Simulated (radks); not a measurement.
The numbers below are computed, except where a source is named.
All-electron atom: the cerium ion Ce3+ in [Xe] 6d1 (not the ground configuration). Level of theory: scalar-relativistic Kohn-Sham, PBE, spin-unpolarised, spherical densities, finite nucleus; Fermi nuclear charge, rms radius 4.8771 fm (a radial shooting solver on a logarithmic mesh with Libxc functionals).

Unscreened Slater integrals over Kohn-Sham orbitals (cm^-1).

integral,value
"F0(6d,6d)",40192
"F2(6d,6d)",22133
"F4(6d,6d)",15410
"F0(6d,5p)",51630
"F2(6d,5p)",12046
"G1(6d,5p)",6558.3
"G3(6d,5p)",4758.8
"F0(6d,5s)",52310
"G2(6d,5s)",5776.1
"F0(6d,4d)",54760
"F2(6d,4d)",5740.8
"F4(6d,4d)",2372.6
"G0(6d,4d)",1218.9
"G2(6d,4d)",1533.9
"G4(6d,4d)",1294.3
"F0(5p,5p)",119770
"F2(5p,5p)",65167
"F0(5p,5s)",126460
"G1(5p,5s)",85640
"F0(5p,4d)",148300
"F2(5p,4d)",44323
"G1(5p,4d)",12747
"G3(5p,4d)",12491
"F0(5s,5s)",134860
"F0(5s,4d)",163890
"G2(5s,4d)",18508
"F0(4d,4d)",268150
"F2(4d,4d)",136760
"F4(4d,4d)",91582

Derived for the open shells (J is the average intra-shell exchange parameter used in DFT+U). 6d: Racah B = F2/49 - 5 F4/441 = 277.0 cm^-1, C = 35 F4/441 = 1223 cm^-1, C/B = 4.42, F4/F2 = 0.696, J = (F2 + F4)/14 = 2682 cm^-1.
